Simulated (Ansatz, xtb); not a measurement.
**Relative energy of two structures of F2H3NOZr**

We compare I, a singlet given by its coordinates, with II, a singlet given by its coordinates. Both are isolated molecules in the gas phase, relaxed with B3LYP-D3(BJ)/def2-SVP.

I (Å):

```xyz
8

F    -1.7279    0.7706   -0.1484
F    -0.3192   -2.1304    0.5438
N     1.0600    0.6402    1.4871
O     1.5994    0.5873    0.1711
Zr   -0.1701   -0.3476   -0.1466
H     0.3270   -0.5334   -1.9384
H     0.9691    1.6149    1.7883
H     1.6800    0.1501    2.1386
```

Close contacts (Å): F1–Zr5 1.92, F2–Zr5 1.92, N3–O4 1.42, N3–Zr5 2.27, O4–Zr5 2.03, N3–H7 1.02, N3–H8 1.02, Zr5–H6 1.87, Zr5–H7 2.98, Zr5–H8 2.98.

II (Å):

```yaml
atoms:
  - { symbol: F, position_ang: [2.4195, 0.7539, 0.9422] }
  - { symbol: F, position_ang: [-0.4227, 1.3892, 2.2817] }
  - { symbol: N, position_ang: [-0.8187, 0.0691, -1.7736] }
  - { symbol: O, position_ang: [-0.2706, -0.1379, -0.5069] }
  - { symbol: Zr, position_ang: [0.5943, 0.2238, 1.1566] }
  - { symbol: H, position_ang: [-0.3375, -0.5951, -2.3881] }
  - { symbol: H, position_ang: [-1.7841, -0.2688, -1.7088] }
  - { symbol: H, position_ang: [0.6199, -1.4342, 1.9968] }
```

Close contacts (Å): F1–Zr5 1.91, F2–Zr5 1.91, N3–O4 1.40, O4–Zr5 1.91, N3–H6 1.02, N3–H7 1.02, Zr5–H8 1.86.

Task: Estimate which is lower in electronic energy at CCSD(T)/def2-SVP + ΔMP2/def2-TZVPP, and by roughly how much.

Result: The CCSD(T)/def2-SVP + ΔMP2/def2-TZVPP calculation puts structure I lower, by 37.7 kJ/mol.

How the difference moves with the method:

| level | geometry | E(II) − E(I) (kJ/mol) | departure from the last row (kJ/mol) | job, with rough time for the two |
| --- | --- | --- | --- | --- |
| B3LYP-D3(BJ)/def2-SVP | B3LYP-D3(BJ)/def2-SVP | +25.6 | −12.1 | optimisation, 3.1 min |
| HF/def2-SVP | B3LYP-D3(BJ)/def2-SVP | +16.3 | −21.5 | part of the CCSD(T) run |
| MP2/def2-SVP | B3LYP-D3(BJ)/def2-SVP | +31.5 | −6.2 | part of the CCSD(T) run |
| CCSD(T)/def2-SVP | B3LYP-D3(BJ)/def2-SVP | +29.3 | −8.5 | single point |
| CCSD(T)/def2-SVP + ΔMP2/def2-TZVPP | B3LYP-D3(BJ)/def2-SVP | +37.7 |  | single point, 98 s |

The levels shown agree on the order. The largest departure from CCSD(T)/def2-SVP + ΔMP2/def2-TZVPP is that of HF/def2-SVP, 21.5 kJ/mol. Levels run at GFN2-xTB geometries aren't shown. The last row adds to CCSD(T) the change of the MP2 difference between the two basis sets, here +8.5 kJ/mol.

With harmonic frequencies from B3LYP-D3(BJ)/def2-SVP (ideal gas, rigid rotor, one conformer each, 298.15 K, 1 atm): on the last row, ΔE + ΔZPE = +36.5 kJ/mol. A mode under 50 cm⁻¹ makes harmonic enthalpies and free energies unreliable, so none is given.

The correlated steps freeze 4 core orbitals. Atoms past krypton carry core potentials in the def2 sets and no spin–orbit term is included. Codes used: Ansatz 0.2.0; the last row on 2 threads of AMD EPYC (Zen 3) on a shared host.
